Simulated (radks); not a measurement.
Results of a calculation; reference values are marked as such.
Charge is removed step by step from the 3s level of the silicon ion Si3+, starting from [Ne] 3s1. Code: a radial shooting solver on a logarithmic mesh with Libxc functionals. Model: scalar-relativistic Kohn-Sham, r2SCAN, spin-unpolarised, spherical densities, finite nucleus; meta-GGA in the generalised Kohn-Sham scheme; Fermi nuclear charge, rms radius 3.1224 fm.

| removed (e) | E - E(0) (eV) | eigenvalue (eV) |
|---|---|---|
| 0 | 0.000 | -39.276 |
| 0.25 | 10.142 | -41.846 |
| 0.5 | 20.912 | -44.288 |
| 0.75 | 32.262 | -46.443 |

The mean slope of the eigenvalue, de/dn, is 9.56 eV per electron.
